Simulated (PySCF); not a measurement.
A small calculation by hand: refractive index and permittivity of the vapour

C₄H₅Si, SMILES C1[SiH]C=CC=1, multiplicity 2.

Geometry optimised at PBE-D3(BJ)/def2-SVP. The geometry has at least one imaginary mode, so it is a saddle point at that level. The isomer is the one that the SMILES or the coordinates give; other isomers of the formula were not compared.

PBE/def2-TZVP in PySCF gives a mean static polarisability of 73.5 bohr³ and a dipole moment of 0.27 D. Take an ideal gas at 298.15 K and 0.1 bar, whether or not the substance is that volatile.

Q: Work out n − 1 in the optical limit and the static ε − 1.

A: 
Polarisability volume α' = 73.5 × 0.148185 = 10.89 Å³. Number density N = p/kT = 2.43e-6 Å⁻³.
Dilute limit of Lorentz–Lorenz: n − 1 = 2π N α' = 0.00017.
Orientation term of Debye: μ²/(3kT) = 8.098 Å³ × μ²(D²) = 0.59 Å³.
ε − 1 = 4π N (α' + μ²/3kT) = 0.00035. Orientation of the dipole supplies 5 % of the static response; it can't follow optical fields. Vibrational polarisation and dispersion are left out.
